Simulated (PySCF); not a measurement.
# Electron correlation in Ar²⁺ (argon, charge +2)

[Ne] 3s1 3p4 4s1, high-spin 5P determinant (an excited configuration). All numbers are calculated (PySCF 2.14, no relativity, point nucleus, in dyall-av3z (19s12p3d2f, 84 functions)). Frozen: [Ne]; 6 electrons correlated; the 23 highest virtual orbitals of each spin left out.

```json
{"level": "CCSD", "correlation energy (mhartree)": "-151.43"}
{"level": "(T)", "correlation energy (mhartree)": "-27.18"}
{"level": "CCSD(T)", "correlation energy (mhartree)": "-178.61"}
```

Diagnostics: T1 = 0.014, D1 = 0.0426, largest double amplitude 0.544.

The outer electron is Rydberg-like, and this basis confines it to a smaller radius and binds it less than a complete one would. A double-excitation amplitude exceeds 0.15, a sign of near-degeneracy.

Cost of the coupled-cluster step: of the order of 9 core-seconds, for 6 correlated electrons.
